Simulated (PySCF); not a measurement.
Geometry (Å), atoms numbered from 1 in this order:
```xyz
16

Si   -1.4576   -1.3714   -0.5269
N    -0.7247    0.0992    0.0701
Si   -1.4492    1.6300   -0.3417
Si    0.6593    0.0125    1.1320
Si    2.6019   -0.1712   -0.1038
Cl    0.3706   -1.5918    2.3361
H    -2.1201   -1.0393   -1.7840
H    -0.3803   -2.3367   -0.7474
H    -2.4233   -1.8733    0.4509
H    -2.7329    1.7741    0.3475
H    -0.5066    2.6644    0.0815
H    -1.6276    1.6668   -1.7917
H     0.5457    1.1527    2.0473
H     2.6499    0.8096   -1.1941
H     3.7845    0.0730    0.7305
H     2.8028   -1.4894   -0.7177
```

[PySCF 2.14: shielding tensors at PBE0/pcSseg-1 (GIAO); coordinates at the GFN2-xTB level; in vacuum; rapidly exchanging positions averaged; a single conformation; non-relativistic Hamiltonian]

Scale: ¹H and ²⁹Si vs TMS; ¹⁵N against NH3; HCl for ³⁵Cl (reference shieldings calculated alike).

```tsv
atoms	nucleus	count	Hirshfeld charge	δ (ppm)
Si4	²⁹Si	1	0.31	?
H14/H15/H16	¹H	3	-0.07	3.47
H13	¹H	1	-0.08	6.01
N2	¹⁵N	1	-0.35	5.8
Cl6	³⁵Cl	1	-0.10	33
H7/H8/H9/H10/H11/H12	¹H	6	-0.08	?
Si1/Si3	²⁹Si	2	0.34	-52.1
Si5	²⁹Si	1	0.21	-117.9
```

Question: Complete the table.

Answer: 
- H7/H8/H9/H10/H11/H12: 4.73 ppm, hydrogen on a silicon bonded to N
- Si4: 4.4 ppm, silicon bonded to Cl, N, Si, H

Experimental scales use liquid or dissolved standards, which lie at an offset from isolated NH3 (liquid NH3: subtract about 20 ppm).
